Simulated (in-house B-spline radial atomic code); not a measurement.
Radial electron density of Pr³⁺, [Xe] 4f1 6p1. Computed with a radial B-spline atomic code at the basis-set limit: Dirac-Hartree-Fock, average of configuration, Fermi nucleus of rms radius 4.8919 fm.

Columns: r (bohr), 4πr²n(r) (electrons per bohr), bar.

```
0.000836    2.208 #
 0.00105    3.251 #
 0.00131    4.702 ##
 0.00164    6.785 ###
 0.00206    9.747 ####
 0.00258    13.76 ######
 0.00323    19.12 ########
 0.00405    26.12 ###########
 0.00508    34.83 ###############
 0.00636    44.96 ###################
 0.00797    55.97 ########################
 0.00999    66.56 #############################
  0.0125    74.85 ################################
  0.0157    79.11 ##################################
  0.0197    78.22 ##################################
  0.0246    73.73 ################################
  0.0309    69.72 ##############################
  0.0387    71.91 ###############################
  0.0484    82.48 ####################################
  0.0607    96.41 ##########################################
  0.0761    102.1 ############################################
  0.0953    93.15 ########################################
   0.119    78.91 ##################################
    0.15    76.54 #################################
   0.188    86.62 #####################################
   0.235    85.35 #####################################
   0.294    61.05 ##########################
   0.369    36.19 ################
   0.462    33.48 ##############
   0.579    38.29 ################
   0.726    30.71 #############
   0.909    17.56 ########
    1.14    10.78 #####
    1.43    8.485 ####
    1.79    5.469 ##
    2.24    2.307 #
    2.81   0.7786 
    3.52   0.4528 
    4.41   0.2932 
    5.53   0.1064 
    6.92  0.01806 
    8.68  0.00118 
    10.9 2.392e-05 
    13.6 1.397e-07
```

On this grid the curve has 4 maxima, near 0.0157, 0.0761, 0.188, 0.579 bohr.

The 6p1/2 radial function P(r) = rR(r), positive near the nucleus, with its small component Q(r) (sign convention: Q ≈ (P' + κP/r)/2c):

```csv
r (bohr),P,Q
0.000836,0.0006843,0.002234
0.00131,0.001164,0.003287
0.00206,0.00206,0.004795
0.00323,0.003768,0.006855
0.00508,0.007119,0.009545
0.00797,0.01356,0.01267
0.0125,0.0254,0.01561
0.0197,0.04523,0.01691
0.0309,0.07082,0.01432
0.0484,0.08655,0.006362
0.0761,0.05551,-0.00449
0.119,-0.04466,-0.009468
0.188,-0.126,-0.002481
0.294,-0.007753,0.00603
0.462,0.1851,0.002578
0.726,0.01441,-0.004008
1.14,-0.3038,-0.001811
1.79,-0.06528,0.002378
2.81,0.5192,0.001875
4.41,0.5264,-0.0002327
6.92,0.1243,-0.0002654
10.9,0.004215,-1.3e-05
```
